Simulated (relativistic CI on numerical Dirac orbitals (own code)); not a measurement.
**Re2+: L2,3 absorption edge**

Computed with this model: Dirac-Coulomb-Breit CI, separate exchange-only KLI orbitals for each configuration, model QED, valence Slater integrals scaled by 0.8, multiplet model of core-to-valence dipole absorption; configurations [Xe] 4f14 5d5 → [He] 2s2 2p5 3s2 3p6 3d10 4s2 4p6 4d10 4f14 5s2 5p6 5d6; 300 K; Lorentzian 3 eV and Gaussian 1 eV FWHM. Energies are those of the free ion, without screening or charge transfer. The branching ratio is the share of the lower-energy edge in the whole absorption, uncertain by about 0.02 where the edges overlap. S is read from ⟨S²⟩ = S(S + 1).

Field parameters in Wybourne normalisation: D4h B²₀ = −7Ds, B⁴₀ = 21(Dq − Dt), B⁴₄ = 21√(5/14) Dq; Oh B⁴₀ = 21Dq, B⁴₄ = √(5/14) B⁴₀; Td as Oh with Dq negative (B⁴₀ = 21Dq, B⁴₄ = √(5/14) B⁴₀). The field is a parameter set, without covalency.

Case free ion, the dichroism is that of the ground state at zero temperature, magnetised by exchange field 10 meV on Sz. The dichroism I(Δm = −1) − I(Δm = +1), over the sum of the three polarisations, integrates to -0.1165 on the lower edge and 0.0883 on the upper edge. The branching ratio is 0.782.

(1) Use the orbital sum rule with 5 holes to get ⟨Lz⟩.

Answers

(1) For a p → d edge ⟨Lz⟩ = 2 × n_h × (sum of both integrals) in this sign convention = -0.28; the ground state itself has ⟨Lz⟩ = -0.08 and ⟨Sz⟩ = -2.42. The rule assumes one radial integral for both edges, which relativistic orbitals only approach.
